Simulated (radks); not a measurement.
Mn, 25 electrons, occupied as [Ar] 3d5 4s2. Method: scalar-relativistic Kohn-Sham, PBE, spin-polarised, spherical densities, point nucleus; open shells are filled with parallel spins first; computed with a radial shooting solver on a logarithmic mesh with Libxc functionals.

Unscreened Slater integrals over Kohn-Sham orbitals (hartree). They are taken over the spin-up orbitals.

F0(4s,4s): 0.30041
F0(4s,3d): 0.38110
G2(4s,3d): 0.050006
F0(4s,3p): 0.39172
G1(4s,3p): 0.021498
F0(4s,3s): 0.39339
G0(4s,3s): 0.015207
F0(3d,3d): 0.78936
F2(3d,3d): 0.35683
F4(3d,3d): 0.22048
F0(3d,3p): 0.88057
F2(3d,3p): 0.40914
G1(3d,3p): 0.50780
G3(3d,3p): 0.30556
F0(3d,3s): 0.90208
G2(3d,3s): 0.38338
F0(3p,3p): 1.0011
F2(3p,3p): 0.50048
F0(3p,3s): 1.0285
G1(3p,3s): 0.68157
F0(3s,3s): 1.0585

Derived for the open shells (J is the average intra-shell exchange parameter used in DFT+U). 3d: Racah B = F2/49 - 5 F4/441 = 0.004782 hartree, C = 35 F4/441 = 0.01750 hartree, C/B = 3.66, F4/F2 = 0.618, J = (F2 + F4)/14 = 0.04124 hartree.
